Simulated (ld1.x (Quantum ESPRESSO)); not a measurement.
## PBEsol RRKJ dataset for boron, scalar-relativistic all-electron reference.

- Element: boron (B)
- Generator: ld1.x (Quantum ESPRESSO) 7.5
- Type: norm-conserving RRKJ (Kleinman–Bylander form)
- Functional: PBEsol
- Relativity: scalar-relativistic
- Frozen core: [He]
- Valence charge: 3
- Reference configuration: 2s2 2p1
- Partial waves: 2s (bound): rc 1.70 bohr; 3d channel at 0.15 Ry: rc 4.55 bohr; 2p (bound): rc 4.20 bohr
- Local potential: the p channel
- Core correction: Bessel-smoothed model core inside 0.75 bohr
- rho0: 0.001

* Cutoffs needed: 35 Ry and 40 Ry (the cutoffs (Ry, on a coarse ladder) from which the occupation-weighted sum of valence levels, in a spherical-Bessel basis at the reference potential, stays within 10 and 1 mRy of its value at 400 Ry)
* Ghost test: no extra level below or beside the all-electron valence levels (s, d, p, f tested) (spherical-Bessel basis up to 400 Ry, 20 bohr box)
* Largest excitation error: +761 meV (all-electron minus pseudo) for 2s1 2p0, out of 7 test configurations
